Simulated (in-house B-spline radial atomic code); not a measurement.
Atomic self-consistent-field run: the neon ion Ne⁶⁺ (an excited or competing configuration). Method: Dirac-Hartree-Fock, average of configuration, Fermi nucleus of rms radius 3.0055 fm. Calculated with a radial B-spline atomic code at the basis-set limit.

Command:
```bash
python run_scf.py task.json out
```
Settings (nuclear radius in fm, mass in u):
```
Z                10
configuration    [He] 2s1 3d1
hamiltonian      dirac
method           hf
spin_polarised   False
nucleus          fermi
rms_radius       3.0055
atomic_mass      19.99244
speed_of_light   137.035999084
```

Output (hartree, bohr):
```
 radial grid: 66 intervals, B-splines of order 8, outer radius 10.2985 bohr

 iter        energy (Eh)    residual
    1       -104.5954579    6.76e-01
    2       -105.5383294    1.04e-02
    3       -105.5388112    5.04e-03
    4       -105.5389235    2.45e-03
    5       -105.5389577    8.15e-05
    6       -105.5389578    5.66e-07
    7       -105.5389578    3.61e-08

 total energy                     -105.538958
 kinetic                            105.80880
 electron-nucleus                  -223.20816
 electron-electron                   11.86040

 first-order corrections (not in the total)
   Gaunt                            0.01310
   retardation                     -0.00011
   frequency dependence             0.00000
   self-energy                      0.01126
   Uehling                         -0.00060
   Wichmann-Kroll                   0.00000
   recoil                           0.00290

 orbital      occ     eigenvalue          <r>       <r^2>       <1/r>     <1/r^3>     <1/r^2>       r_max    small
 1s1/2      2.000      -41.43620     0.155867   0.0325953      9.7013           -      190.44      0.1024  1.25e-03
 2s1/2      1.000       -8.03212     0.691992    0.559376     2.11361           -     18.1374        0.59  2.36e-04
 3d3/2      0.400       -2.77433      1.45739     2.43667    0.804774    0.962991    0.783065       1.244  7.76e-05
 3d5/2      0.600       -2.77386      1.45777     2.43784    0.804496    0.961144    0.782381       1.244  7.75e-05
```

Time taken, with all properties: 0.67 s on 1 thread of Arm Neoverse N1 (shared host).

For the Dirac Hamiltonian the kinetic term is c α·p + (β - 1)c².
